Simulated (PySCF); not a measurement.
Re⁴⁴⁺: ionisation energy

Re⁴⁴⁺ [Ar] 3d10 4s2 4p1 [4p1/2^1, M_J = 1/2] → Re⁴⁵⁺ [Ar] 3d10 4s2, as a difference of total energies. Calculation: PySCF 2.14, in an even-tempered Gaussian basis (16 s from 5.8 bohr⁻², ratio 2.8; 13 p from 7.5 bohr⁻², ratio 2.8; 8 d from 13 bohr⁻², ratio 2.8; 4 f from 32 bohr⁻², ratio 3); the two-component X2C-1e Hamiltonian. Correlated levels: [Ne] frozen; the 72 highest virtual spinors dropped. "Screened" scales the spin-orbit matrix elements by Boettger's factors to mimic the two-electron term; Breit and QED terms are absent.

```json
{"method": "GHF (spin-free)", "ionisation energy (eV)": "2221.1"}
{"method": "GMP2 (spin-free)", "ionisation energy (eV)": "2221.9"}
{"method": "GHF (screened spin-orbit)", "ionisation energy (eV)": "2295.5"}
{"method": "GMP2 (screened spin-orbit)", "ionisation energy (eV)": "2296.2"}
```

Breit and QED terms and the two-electron picture change are absent.

The spin-free rows lack the spin-orbit shift.

For comparison: 2302 ± 4 eV (theoretical estimate listed by NIST; NIST Atomic Spectra Database, ionization energies).
